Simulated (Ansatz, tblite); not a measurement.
Cost and result up the ladder for `CCCCCCCCCCCC[Si](C)(C)Cl` (47 atoms). Total charge 0; singlet. Geometry: PBE-D4/def2-SVP.

Ansatz on 2 threads of AMD EPYC 7R13 on a shared host and a share (18 GiB) of an NVIDIA H100 80GB HBM3; xTB runs through tblite on one thread. Times are rough, summed over both states, and most runs start from the orbitals of an earlier one. PBE0-D4/def2-TZVP serves as the yardstick here, not as an exact answer. The other state is a doublet.

The xTB rows come from tblite. Single mean-field runs in def2-TZVP are fitted with def2-universal-jkfit.

Raw xTB energies of ions are shifted by several eV.

| level | functions | wall time |
| --- | --- | --- |
| GFN2-xTB | 105 | 0.17 s |
| GFN1-xTB | 136 | 0.28 s |
| PBE-D4/def2-TZVP (with forces) | 694 | 28 s |
| r2SCANh-D4/def2-TZVP | 694 | 28 s |
| PBE0-D4/def2-TZVP (with forces) | 694 | 35 s |

Question: Estimate what each level gives for the vertical IE (eV).

Answer: 
| level | vertical IE (eV) | difference from PBE0-D4/def2-TZVP (eV) |
| --- | --- | --- |
| GFN2-xTB | 12.50 | 3.15 |
| GFN1-xTB | 13.50 | 4.15 |
| PBE-D4/def2-TZVP (with forces) | 8.59 | -0.76 |
| r2SCANh-D4/def2-TZVP | 9.07 | -0.28 |
| PBE0-D4/def2-TZVP (with forces) | 9.35 | 0.00 |
